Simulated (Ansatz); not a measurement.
Input and output for `C[O][In]([Cl])[O]C`.

```yaml
crystal:
  periodic: [false, false, false]
  atoms:
    - {symbol: C, position_ang: [-0.515583, -1.214511, 2.307174]}
    - {symbol: O, position_ang: [-0.276384, -1.882407, 1.087778]}
    - {symbol: In, position_ang: [0.082024, -0.885563, -0.562379]}
    - {symbol: Cl, position_ang: [0.456444, -1.996625, -2.549344]}
    - {symbol: O, position_ang: [0.083622, 1.082306, -0.553243]}
    - {symbol: C, position_ang: [0.414872, 1.839975, -1.693720]}
    - {symbol: H, position_ang: [-0.689605, -1.976372, 3.073040]}
    - {symbol: H, position_ang: [-1.400340, -0.567750, 2.268936]}
    - {symbol: H, position_ang: [0.335969, -0.602898, 2.628735]}
    - {symbol: H, position_ang: [1.491510, 2.044142, -1.737010]}
    - {symbol: H, position_ang: [0.126369, 1.360246, -2.637066]}
    - {symbol: H, position_ang: [-0.108888, 2.799465, -1.632890]}
basis:
  gaussian: {orbitals: ANO-RCC-VTZP}
hamiltonian: {xc: {name: revPBE}, dispersion: d4}
scf: {lower_state_search: off}
```

```sh
$ ansatz run in.yaml --threads 4 --pin off --events-out ev --progress --plain --max-ram 11315MiB
```

It prints (some lines left out):

```
Functional definition: revPBE
2147 factors; their error is unknown
mean field evaluation 1: about -178836.7204 eV, gradient 9.5e1 eV
mean field evaluation 2: about -178669.4083 eV, gradient 2.6e2 eV
mean field evaluation 4: about -178854.0571 eV, gradient 2.5e1 eV
mean field evaluation 8: about -178855.3367 eV, gradient 3.9e-1 eV
mean field evaluation 16: about -178855.2873 eV, gradient 4.8e-3 eV
mean field -178855.28730980 eV, -6572.8105761672 hartree, gradient 1.6e-6 eV, S^2 0.000000; 0 other end points of the search recorded, 0 dependent functions left out
reference -178855.28744077 eV, -6572.8105809802 hartree; 50, 50 occupied and 256, 256 virtual orbitals, 2147 factors
Total energy: -178855.96788039 eV, -6572.8355866752 hartree
Relativity: scalar
Checks for a lower state left out: stability, starts, cluster_reference, orbital_swaps, neighbouring_geometries, increment
```

It took 5.5 s on 4 threads of an Arm Neoverse V2 on a shared host, with 0.8 GiB of host memory at the peak.
